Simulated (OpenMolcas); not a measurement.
**Computed transition rates of Pb**

```
Program             : OpenMolcas 26.06
Method              : SS-CASPT2, IPEA 0.25 Eh, imaginary shift 0.1 Eh (closed shells correlated: 5d)
Basis               : ANO-RCC-VQZP [9s8p6d4f3g]
Scalar Hamiltonian  : DKH2, point nucleus
Active space        : 4 electrons in 4 orbitals (6s 6p)
State averaging     : 2S+1 = 3 even, 3 roots; 2S+1 = 1 even, 6 roots; 2S+1 = 5 odd, 1 root; 2S+1 = 3 odd, 5 roots (0 in the spin-orbit step)
Spin-orbit coupling : RASSI with atomic mean-field integrals over the reference wave functions, term energies averaged over their components
```

Rates come from the transition moments of the reference wave functions (E1 and E2 in the length form). At fixed line strength A goes as λ^-3 for E1 and M1 and as λ^-5 for E2, so a rate at the computed wavelength can be rescaled to the measured one. Measured vacuum wavelengths follow from level energies in NIST Handbook of Basic Atomic Spectroscopic Data. Branching counts decays inside the model space alone, at computed energies, and the table is only a selection of the E2 and M1 lines, drawn from those between levels with measured partners whose computed energy lies within a factor of 1.5 of the measured one.

```
             Upper               Lower  Type  λ computed (nm)  λ measured (nm)  A computed (s-1)  A rescaled (s-1)  Branching %
6s² 6p² ³P₂ [59 %]         6s² 6p² ³P₁    M1             3665             3532          1.62e-01          1.81e-01         49.7
       6s² 6p² ³P₁         6s² 6p² ³P₀    M1             1463             1279          5.02e+00          7.51e+00        100.0
       6s² 6p² ¹S₀  6s² 6p² ¹D₂ [59 %]    E2             1157             1249          1.06e+00          7.23e-01          1.4
6s² 6p² ¹D₂ [59 %]  6s² 6p² ³P₂ [59 %]    M1             1079            925.3          7.84e+00                           43.1
6s² 6p² ¹D₂ [59 %]  6s² 6p² ³P₂ [59 %]    E2             1079            925.3          3.96e-01                            2.2
6s² 6p² ³P₂ [59 %]         6s² 6p² ³P₀    E2             1046            938.9          1.64e-01          2.81e-01         50.3
6s² 6p² ¹D₂ [59 %]         6s² 6p² ³P₁    M1            833.3            733.2          9.62e+00                           52.9
6s² 6p² ¹D₂ [59 %]         6s² 6p² ³P₁    E2            833.3            733.2          3.21e-01                            1.8
       6s² 6p² ¹S₀  6s² 6p² ³P₂ [59 %]    E2            558.2            531.4          1.31e+01                           17.3
       6s² 6p² ¹S₀         6s² 6p² ³P₁    M1            484.4            461.9          6.19e+01                           81.4
```

Spin-changing lines and M1 lines between different terms are not rescaled, since their strength hangs on the term gaps too.

The largest correction is for 6s² 6p² ³P₂ [59 %] → 6s² 6p² ³P₀ (E2): 1.64e-01 × (1046 / 938.9)^5 = 2.81e-01 s-1, a factor of 1.72.

No measured rate stands beside these. Rescaling mends the energy factor alone: line strengths can still be far off where a level mixes with configurations outside the active space, and weak or spin-changing lines hang on small mixing coefficients that depend on the term gaps too, so rescaling need not improve them.

CASPT2 does not keep the components of a term degenerate, so their means are used; among the terms shown or strongly mixed into the levels shown the widest spread is 330 cm-1 (6s² 6p² ¹D). Some high roots are left out of the spin-orbit mixing, which shifts the levels that they would mix with. Spin-orbit splittings of 6p shells tend to come out small when the coupling is added on scalar orbitals. Measured partners are found by configuration, term and J. A level has none where our copy of the source lacks it or the pairing is in doubt (some pairs that miss far off the trend of their configuration count as doubtful). Where the source uses jj or jK labels, the order within each J decides. Levels of configurations outside the active space are missing.

A share in square brackets marks a mixed level and gives the weight of the term that names it.
